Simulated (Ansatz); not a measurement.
Single points on the cluster AgBr2⁻.

```yaml
crystal:
  periodic: [false, false, false]
  atoms:
    - {symbol: Ag, position_ang: [0.000278, -0.000123, -0.000104]}
    - {symbol: Br, position_ang: [-0.336722, 1.315186, -2.063759]}
    - {symbol: Br, position_ang: [0.336445, -1.315063, 2.063863]}
basis:
  gaussian: {orbitals: "def2-TZVPPD.json", initial_orbitals: start.molden}
total_charge: -1
correlation: {method: ccsd_t}
scf: {omitted_lower_state_checks: [starts]}
output: {orbitals: {seedname: orbitals}}
```

The file start.molden holds the orbitals of an earlier run on this structure, at another level or in another basis.

```sh
$ ansatz run in.yaml --threads 4 --pin off --events-out ev --progress --plain --max-ram 3916MiB
```

Shortened log:

```
Functional definition: HF
1119 factors; integrals over basis functions are off by at most 7.1e-4 eV
mean field evaluation 1: about -143978.5254 eV, gradient 3.4e1 eV
mean field evaluation 2: about -143979.3200 eV, gradient 1.1e0 eV
mean field evaluation 4: about -143979.6720 eV, gradient 1.4e-2 eV
mean field evaluation 8: about -143979.6720 eV, gradient 9.0e-7 eV
mean field -143979.67204334 eV, -5291.1553546658 hartree, gradient 9.8e-6 eV, S^2 0.000000; 0 other end points of the search recorded, 0 dependent functions left out
18 core orbitals not correlated: weight in the atoms' cores, before any rotation towards them, 1.000 or more for the frozen orbitals, at most 0.000 for the correlated occupied ones
reference -143979.67204334 eV, -5291.1553546658 hartree; 27, 27 occupied and 125, 125 virtual orbitals, 1119 factors
second order -33.84915063 eV of doubles, -0.00000000 eV of singles
cycle   1  -32.22368988 eV  change     1.6e0 eV  update   1.2e-1
cycle   2  -32.94944141 eV  change   -7.3e-1 eV  update   4.0e-2
cycle   3  -33.10482126 eV  change   -1.6e-1 eV  update   2.3e-2
cycle   4  -33.06331276 eV  change    4.2e-2 eV  update   1.0e-2
cycle   5  -33.04591770 eV  change    1.7e-2 eV  update   4.6e-3
cycle   6  -33.05373019 eV  change   -7.8e-3 eV  update   1.6e-3
cycle   7  -33.05384296 eV  change   -1.1e-4 eV  update   5.9e-4
cycle   8  -33.05346499 eV  change    3.8e-4 eV  update   2.2e-4
cycle   9  -33.05360196 eV  change   -1.4e-4 eV  update   7.2e-5
cycle  10  -33.05373847 eV  change   -1.4e-4 eV  update   2.7e-5
cycle  11  -33.05363865 eV  change    1.0e-4 eV  update   1.2e-5
cycle  12  -33.05363456 eV  change    4.1e-6 eV  update   4.8e-6
perturbative correction -1.09516814 eV, -0.0402466866 hartree
Total energy: -144013.82084604 eV, -5292.4103000181 hartree
Checks for a lower state left out: starts
```

Hardware: 4 threads of Arm Neoverse V1 on a shared host. Wall time 34 s, peak host memory 1.2 GiB.

As the first input, with `gaussian: {orbitals: def2-TZVPD, initial_orbitals: start.molden}`, `hamiltonian: {xc: {name: PBE-QIDH}}` and without the key `correlation`, `output` (abridged; 3.9 s):

```
Functional definition: PBE-QIDH
mean field -144051.51099357 eV, -5293.7953873925 hartree, gradient 3.3e-6 eV, S^2 0.000000
18 core orbitals not correlated: weight in the atoms' cores, before any rotation towards them, 1.000 or more for the frozen orbitals, at most 0.000 for the correlated occupied ones
second order -31.44911281 eV of doubles, -0.00000000 eV of singles
Total energy: -144061.99404894 eV, -5294.1806325717 hartree
Checks for a lower state left out: starts
```

The first input with `gaussian: {orbitals: def2-TZVPD, initial_orbitals: start.molden}`, `hamiltonian: {xc: lda}` and without the key `correlation` (abridged; 0.9 s):

```
Functional definition: SPW92
mean field -143898.01242306 eV, -5288.1544189714 hartree, gradient 2.3e-5 eV, S^2 0.000000
Total energy: -143898.01247398 eV, -5288.1544208426 hartree
Checks for a lower state left out: starts
```

As the first input, with `gaussian: {orbitals: def2-TZVPD, initial_orbitals: start.molden}`, `hamiltonian: {xc: {text: "exchange = 0.90*pbe_x + 0.10*exact_x\ncorrelation = pbe_c"}}` and without the key `correlation` (abridged; 2.3 s):

```
Functional definition: unnamed
mean field -144079.46278391 eV, -5294.8225967411 hartree, gradient 1.9e-5 eV, S^2 0.000000
Total energy: -144079.46283086 eV, -5294.8225984665 hartree
Checks for a lower state left out: starts
```

The first input with `gaussian: {orbitals: def2-TZVPD, initial_orbitals: start.molden}`, `hamiltonian: {xc: {name: CAM-B3LYP}, dispersion: d4}` and without the key `correlation` (abridged; 2.8 s):

```
Functional definition: CAM-B3LYP
mean field -144104.54576828 eV, -5295.7443794151 hartree, gradient 1.9e-5 eV, S^2 0.000000
Total energy: -144104.63111488 eV, -5295.7475158447 hartree
Checks for a lower state left out: starts
```

Geometry: PBE-D4/def2-TZVPD.

In the def2 sets Ag takes a core potential; there is no spin–orbit coupling. Correlated methods freeze 18 core orbitals; core or outer-core shells of Ag, Br are correlated, in sets that lack core-valence functions. The structure comes from a short search, and lower isomers may exist.
